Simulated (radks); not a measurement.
Results of a calculation; reference values are marked as such.
The gold anion Au-, [Hg], held by a Watson sphere: a shell of charge +1.13 at radius R that stands for the Madelung well of a crystal (potential energy -1.13/R inside, -1.13/r outside, in hartree with lengths in bohr). Level of theory: scalar-relativistic Kohn-Sham, r2SCAN, spin-unpolarised, spherical densities, finite nucleus; meta-GGA in the generalised Kohn-Sham scheme; Fermi nuclear charge, rms radius of each element as measured or else 0.836 A^(1/3) + 0.57 fm (a radial shooting solver on a logarithmic mesh with Libxc functionals).

\begin{tabular}{lrrrrrr}
R (bohr) & e(5p) (eV) & e(5d) (eV) & e(6s) (eV) & <r> 6s (bohr) & sum of <r^2> (bohr^2) & X-ray form factor at sin(theta)/lambda = 0.1 1/angstrom \\ \hline
3.31 & -61.987 & -7.810 & -7.314 & 2.873 & 70.76 & 75.533 \\
3.81 & -61.343 & -7.118 & -6.704 & 2.952 & 72.36 & 75.479 \\
4.07 & -61.036 & -6.795 & -6.401 & 2.989 & 73.08 & 75.458 \\
4.16 & -60.935 & -6.688 & -6.299 & 3.000 & 73.31 & 75.451 \\
4.97 & -60.113 & -5.840 & -5.467 & 3.087 & 75.02 & 75.409 \\
5.04 & -60.049 & -5.775 & -5.402 & 3.093 & 75.14 & 75.406 \\
5.3 & -59.822 & -5.544 & -5.171 & 3.114 & 75.56 & 75.397 \\
5.37 & -59.764 & -5.485 & -5.111 & 3.119 & 75.67 & 75.395 \\
\end{tabular}
